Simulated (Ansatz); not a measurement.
C₂H₇GaN₂ (`N=[CH][GaH][CH2]N`), relaxed with RKS PBE0-D4/def2-TZVP in the Gaussian-basis code of Ansatz from a GFN2-xTB geometry. The force threshold is 0.005 eV/Å; the program also tests the step.

Charge 0, multiplicity 1.

Start:

```xyz
12

N    -1.190    1.807   -0.333
C    -0.294    2.362    0.411
Ga    0.490    0.584   -0.149
C     0.249   -1.303    0.700
N     0.553   -2.330   -0.285
H    -2.064    2.315   -0.511
H    -0.486    3.354    0.845
H     1.150    0.605   -1.594
H    -0.788   -1.430    1.033
H     0.886   -1.469    1.577
H     1.525   -2.272   -0.582
H    -0.031   -2.223   -1.112
```

Question: How much energy does the relaxation release, and in how many steps? (An estimate is asked.)

Answer: Ansatz gave: 4.44 kcal/mol, in 38 steps, 1 of them rejected.

Question: Which bonds change most? (Best estimate.)

Answer: Computed: Ga3–C4 from 2.083 to 1.990 Å; C2–Ga3 from 2.022 to 1.993 Å; N1–C2 from 1.290 to 1.274 Å; C4–N5 from 1.455 to 1.463 Å.

Question: Give the relaxed structure. (Best estimate.)

Answer: Ansatz gave: 
```xyz
12

N    -1.748    1.924    0.142
C    -0.493    2.136    0.109
Ga    0.565    0.522   -0.386
C     0.148   -1.228    0.465
N     0.682   -2.449   -0.141
H    -2.281    2.778    0.330
H    -0.077    3.143    0.280
H     1.654    0.631   -1.528
H    -0.942   -1.306    0.523
H     0.470   -1.186    1.511
H     1.690   -2.400   -0.222
H     0.331   -2.564   -1.083
```
